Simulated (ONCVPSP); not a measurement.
## Which change was made? (Al, ONCV)

ONCVPSP 4.0.1 input, shortened (lines: element, Z, core and valence counts, functional; n l f; lmax; l rc ep ncon nbas qcut; lloc lpopt rc5 dvloc0; l nproj debl; icmod fcfact rcfact), Wu-Cohen, scalar-relativistic:

```
  Al 13.00    3    2  -118130      upf
    1    0    2.00
    2    0    2.00
    2    1    6.00
    3    0    2.00
    3    1    1.00
    1
    0    1.50    0.00    3    8    5.20
    1    1.75    0.00    5    8    5.30
    4    4    1.15    0.00
    0    2    1.90
    1    2    2.00
    1    0.35    0.00
```

Cutoffs, loose and tight: the cutoffs (Ha) at which the residual kinetic energy of the hardest occupied pseudo-wave falls to 1 and 0.1 mHa per electron. They do not see the model core or the augmentation charge, which bear on the density cutoff. Test errors are all-electron minus pseudo excitation energies from the reference, over the configurations 3s2 3p0; 3s1 3p0; 3s2 3p0.5; 3s1 3p2; variants that change the core or the reference have their own tests.

The base gives: outcome: generated; cutoff, loose: 15 Ha; cutoff, tight: 55 Ha; bound ghosts: s, p; GHOST(+) flags above zero: none; largest test error (meV): -7.4.

Problem. After one change the result is: outcome: generated; cutoff, loose: 22 Ha; cutoff, tight: 57 Ha; bound ghosts: s, p; GHOST(+) flags above zero: none; largest test error (meV): -7.3. Which change was it?
A. p: qcut 3.1
B. p: qcut 4.8
C. p: qcut 7

Solution. B. The others give: p: qcut 3.1 → outcome: generated; cutoff, loose: 31 Ha; cutoff, tight: 59 Ha; bound ghosts: s, p; GHOST(+) flags above zero: p; largest test error (meV): -6.9 | p: qcut 7 → outcome: generated; cutoff, loose: 18 Ha; cutoff, tight: 24 Ha; bound ghosts: s, p; GHOST(+) flags above zero: none; largest test error (meV): -8.1.
